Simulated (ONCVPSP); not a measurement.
Configuration tests for rhenium (Re) (ONCV)

```json
{
 "Element": "Re (Z = 75)",
 "Generator": "ONCVPSP 4.0.1",
 "Type": "optimised norm-conserving Vanderbilt (ONCV)",
 "Functional": "PBE",
 "Relativity": "fully relativistic",
 "Frozen core": "[Kr] 4d10 4f14",
 "Valence charge": "15",
 "Reference configuration": "5s2 5p6 5d5 6s2",
 "Partial waves": "5s+6s: rc 1.55 bohr, ncon 4, nbas 7, qcut 9.6 1/bohr, 3 projectors, debl 2.2 Ha; 5p: rc 1.65 bohr, ncon 4, nbas 8, qcut 9 1/bohr, 2 projectors, debl 1 Ha; 5d: rc 1.65 bohr, ncon 4, nbas 8, qcut 5 1/bohr, 2 projectors, debl 3 Ha; f scattering state at 0.15 Ha: rc 1.75 bohr, ncon 4, nbas 8, qcut 6.6 1/bohr, 1 projector",
 "Local potential": "polynomial inside 1.35 bohr (lpopt 1, dvloc0 0 Ha)",
 "Core correction": "Teter function, fcfact 2.25, rcfact 1.75"
}
```

Open shells are filled in proportion to 2j + 1.

In the p channel the program set the typed energies aside and used -1.615, 0.250 Ha (j = l + 1/2; the other j can differ).

Energies are relative to the spin-unpolarised reference configuration 5s2 5p6 5d5 6s2; without spin polarisation the order of configurations can differ from experiment.

| valence configuration | charge | ΔE all-electron (eV) | error AE − PS (meV) |
| --- | --- | --- | --- |
| 5s2 5p6 5d5 6s1 | +1 | 9.255 | -2.3 |
| 5s2 5p6 5d5 6s0 | +2 | 25.580 | -15 |
| 5s2 5p6 5d6 6s1 | 0 | 0.937 | -8.1 |

Problem. What are ΔE and the potential's error for 5s2 5p6 5d4 6s0?

Solution. ΔE = 52.700 eV all-electron; the error (AE − PS) is -35 meV.

Levels in the configuration 5s2 5p6 5d4 6s0:

```csv
level,all-electron (eV),pseudo (eV)
5s j=1/2,-114.794,-114.881
5p j=3/2,-73.398,-73.461
5p j=1/2,-84.544,-84.621
5d j=5/2,-32.593,-32.640
5d j=3/2,-33.702,-33.749
```
